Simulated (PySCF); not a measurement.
Dipole response of Re²⁺ (rhenium, charge +2)

[Xe] 4f14 5d5, high-spin 6S determinant. Calculation: PySCF 2.14, in x2c-TZVPPall with one added diffuse shell each of s, p, d, f type (12s8p8d4f1g, 113 functions); scalar relativity by spin-free X2C-1e. Coupled (time-dependent) response in atomic units; α is the mean over directions.

| method | mean α (bohr³) | C₆ (like pair) | S(−4) |
| --- | --- | --- | --- |
| UHF | 11.06 | 68.29 | 39.18 |

S(−4) is the Cauchy moment in α(ω) = α(0) + S(−4) ω² + …

α(iu) at UHF:

```tsv
u (hartree)	α(iu) (bohr³)
0	11.06
0.0500	10.96
0.100	10.69
0.200	9.797
0.300	8.758
0.500	6.941
0.750	5.334
1.00	4.226
1.50	2.831
2.00	2.018
3.00	1.162
5.00	0.5198
```

For an ion, C₆ is the dispersion term alone; charge-induced terms of lower order in 1/R come first.

Spin-orbit coupling, which splits the p, d and f shells strongly at this Z, is absent.
